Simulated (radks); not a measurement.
Values are calculated unless marked as measured or tabulated.
All-electron atom: Hf4+ in [Xe] 4f14 (the NIST ground configuration). Level of theory: non-relativistic Kohn-Sham, exchange-only B88, spin-polarised, spherical densities, point nucleus; relativity is left out, which matters for an element this heavy (a radial shooting solver on a logarithmic mesh with Libxc functionals). Some entries of the table are withheld. Estimate them.

orbital  occ.  eigenvalue (eV)  <r^2> (bohr^2)
1s          2        -60247.31       0.0005918
2s          2        -9870.315        0.009290
2p          6        -9450.533        0.006876
3s          2        -2259.442             (1)
3p          6        -2066.228         0.05429
3d         10              (2)         0.04241
4s          2        -472.5437          0.2911
4p          6        -392.9162          0.3034
4d         10        -248.4255          0.3351
5s          2         -94.4041           1.678
5p          6              (3)           2.057
4f         14         -62.8263          0.5308

Answer. 
(1) 3s <r^2> (bohr^2): 0.05858
(2) 3d eigenvalue (eV): -1705.973
(3) 5p eigenvalue (eV): -71.9586
